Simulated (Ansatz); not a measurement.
Abstraction of H: C2H7InO + GaH(CH3) → C2H6InO + GaH2(CH3)

Species: C2H7InO `C[CH2][InH][OH]`, singlet; GaH(CH3), doublet; C2H6InO `C[CH2][In][OH]`, doublet; GaH2(CH3), singlet. A radical takes H: the energy is the difference in strength between the In–H bond broken and the Ga–H bond made.

Shapes, held fixed at every level: PBE0-D4/def2-TZVP. Flexible molecules stand in one conformer, not always the lowest. Programs: Ansatz 0.2.0. Electronic energies: no zero-point or thermal term.

```tsv
level	kind	ΔE (kJ/mol)	less CCSD(T)/def2-SVP
MP2/def2-SVP	perturbation theory	-55.7	+4.8
MP2/def2-TZVPP	perturbation theory	-59.5	+1.0
HF/def2-TZVPP	Hartree–Fock	-52.7	+7.8
r2SCAN-D4/def2-TZVPP	meta-GGA	-67.3	-6.8
wB97X-V/def2-TZVPP	range-separated hybrid	-58.2	+2.3
B2PLYP/def2-TZVPP	double hybrid	-66.6	-6.1
CCSD(T)/def2-SVP	coupled cluster or CI	-60.5	0.0
```

The highest level, CCSD(T)/def2-SVP, gives ΔE = -60.5 kJ/mol; the levels span -67.3 to -52.7. The column of differences is taken from that level and isn't an error. No measured value is set beside it here. Spin contamination: C2H6InO (⟨S²⟩ up to 0.79). Open shells run unrestricted. For atoms past krypton def2 sets carry core potentials with scalar relativity. Relativity is left out for Ga. Outer-core shells of Ga, In are correlated, in sets that cover them unevenly.
